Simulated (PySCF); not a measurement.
Work out the structure from these simulated measurements.

Formula: C3H16N2Si3.

| Quantity | Value |
| --- | --- |
| Dipole | 1.09 D [PBE0/pcSseg-1] |
| 1H NMR | chemical shifts (computed TMS as zero) by class: 5.01 (1 H), 5.01 (1 H), 4.78 (1 H), 4.21 (1 H), 4.21 (1 H), 2.82 (3 H), 0.25 (1 H), 0.20 (3 H), 0.00 (1 H), -0.42 (2 H), -0.90 (1 H) ppm [GIAO PBE0/pcSseg-1] |
| 13C NMR | chemical shifts (computed TMS as zero) by class: 32.9 (1 C), -1.3 (1 C), -4.1 (1 C) ppm [GIAO PBE0/pcSseg-1] |
| Rotational structure | rotational constants A, B, C: 1.341, 0.639, 0.469 GHz [GFN2-xTB] |
| NMR, other nuclei | isotropic shieldings of nuclei other than C and H, by class: 252 (1 N), 271 (1 N), 368 (1 Si), 397 (1 Si), 416 (1 Si) ppm [GIAO PBE0/pcSseg-1] |

Electronic properties: PySCF, gas phase, density fitting. Levels stand in brackets. The structure is a single GFN2-xTB conformer in the gas phase; no vibrational or solvent corrections. NMR values are class means; diastereotopic atoms form classes of their own.

Question: What is the compound? Reason from the data.

Answer: Numbering: `[CH3:1][NH:2][Si@H:3]([CH2:4][SiH2:5][CH3:6])[SiH2:7][NH2:8]`. Its formula, C3H16N2Si3, gives 0 degrees of unsaturation, so no ring and no π bond. 3 carbons fall into 3 classes; from least to most shielded: N-methyl carbon [C1] (32.9 ppm), sp3 carbon bound to silicon [C4] (-1.3 ppm), Si-methyl carbon [C6] (-4.1 ppm). Hydrogen classes from least to most shielded: 1 H on an SiH silicon, Si3 (5.01 ppm), 1 H on an SiH2 silicon, Si7 (5.01 ppm), 1 H on an SiH2 silicon, Si7 (4.78 ppm), 1 H on an SiH2 silicon, Si5 (4.21 ppm), 1 H on an SiH2 silicon, Si5 (4.21 ppm), 3 H on an N-methyl carbon, C1 (2.82 ppm), 1 H on an sp3 carbon bound to silicon, C4 (0.25 ppm), 3 H on an Si-methyl carbon, C6 (0.20 ppm), 1 H on an sp3 carbon bound to silicon, C4 (0.00 ppm), 2 H on a silicon-bound nitrogen, N8 (-0.42 ppm), 1 H on a silicon-bound nitrogen, N2 (-0.90 ppm). The other shieldings belong to: 252 ppm, silicon-bound nitrogen [N2]; 271 ppm, silicon-bound nitrogen [N8]; 368 ppm, SiH silicon [Si3]; 397 ppm, SiH2 silicon [Si5]; 416 ppm, SiH2 silicon [Si7]. The optimised geometry has point group C1 and is an asymmetric top. Structure: `CN[Si@H](C[SiH2]C)[SiH2]N`. The assignments are read from this structure; whether some other isomer fits the data as well wasn't checked. The mirror image fits equally.
